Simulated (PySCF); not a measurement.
Where the electron goes

C2H8Ge.
Z-matrix (Å and degrees, PBE0-D3(BJ)/def2-SVP geometry), rows numbered from 1:
```
C 
Ge  1  1.9632
C   2  1.9550  1  110.68
H   1  1.0990  2  110.93  3   128.53
H   1  1.0999  2  110.27  3     8.61
H   1  1.0991  2  110.80  3  -111.21
H   2  1.5442  1  109.97  3  -120.88
H   2  1.5442  1  109.95  3   120.89
H   3  1.0994  2  110.94  1   178.93
H   3  1.1001  2  110.23  1   -60.96
H   3  1.1001  2  110.35  1    58.74
```

Method: PySCF, TDDFT B3LYP/def2-SVPD, vertical, gas phase, core orbitals frozen in the response. Relativistic effects, spin–orbit coupling among them, are left out although an element past zinc is present.

Kohn–Sham orbitals with the atoms that hold most of them (Löwdin shares over 4%, at most four atoms; ? is withheld):

```tsv
orbital	ε (eV)	atoms
LUMO+2	0.88	Ge2 23%, H7 15%, H8 14%, C1 10%
LUMO+1	0.61	Ge2 19%, C1 17%, C3 13%, H8 9%
LUMO	?	Ge2 37%, C3 13%, C1 12%, H10 5%
HOMO	-8.34	?
HOMO-1	-8.51	?
HOMO-2	-8.63	Ge2 36%, H8 23%, H7 23%, C1 6%
HOMO-3	-10.80	C1 26%, C3 26%, H5 14%, H9 11%
```

Q: Give the leading atoms of the HOMO.

A: C3 (bonded to Ge and 3 H) 30%; C1 (bonded to Ge and 3 H) 25%; Ge2 (bonded to 2 C and 2 H) 23%; H9 (bonded to C) 6%. By element: carbon 55%, germanium 23%, hydrogen 6% or more.

Q: Give the leading atoms of the HOMO-1.

A: Ge2 (bonded to 2 C and 2 H) 30%; C1 (bonded to Ge and 3 H) 20%; C3 (bonded to Ge and 3 H) 15%; H7 (bonded to Ge) 12%. By element: carbon 34%, germanium 30%, hydrogen 12% or more.

Q: What is the LUMO energy, and the HOMO–LUMO gap?

A: ε(LUMO) = 0.24 eV; the gap is 8.58 eV (0.3153 hartree).

Q: The HOMO–LUMO gap is 8.58 eV. Where does the response calculation put the lowest singlet, and from which orbitals?

A: S1 is at 7.63 eV (f = 0.031), 0.95 eV below the gap, made of HOMO→LUMO (99%). 

Q: Give energy, strength and leading configuration of S1, S2, S3, S4, S5 and S6, and follow the Löwdin shares of the leading atoms from the occupied to the empty orbital.

A: 
- S1 (7.63 eV, f 0.031), HOMO→LUMO (99%): C3 30% → 13%, C1 25% → 12%, Ge2 23% → 37%
- S2 (7.88 eV, f 0.0006), HOMO-1→LUMO (99%): Ge2 30% → 37%, C1 20% → 12%, C3 15% → 13%
- S3 (7.97 eV, f 0.045), HOMO-2→LUMO (98%): Ge2 36% → 37%, H8 23% → at most 6%, C3 at most 6% → 13%
- S4 (8.08 eV, f 0.038), HOMO→LUMO+1 (97%): C3 30% → 13%, C1 25% → 17%, Ge2 23% → 19%
- S5 (8.20 eV, f 0.064), HOMO-1→LUMO+1 (89%): Ge2 30% → 19%, C1 20% → 17%
- S6 (8.25 eV, f 0.0002), HOMO-2→LUMO+1 (97%): Ge2 36% → 19%, H8 23% → 9%, C1 6% → 17%
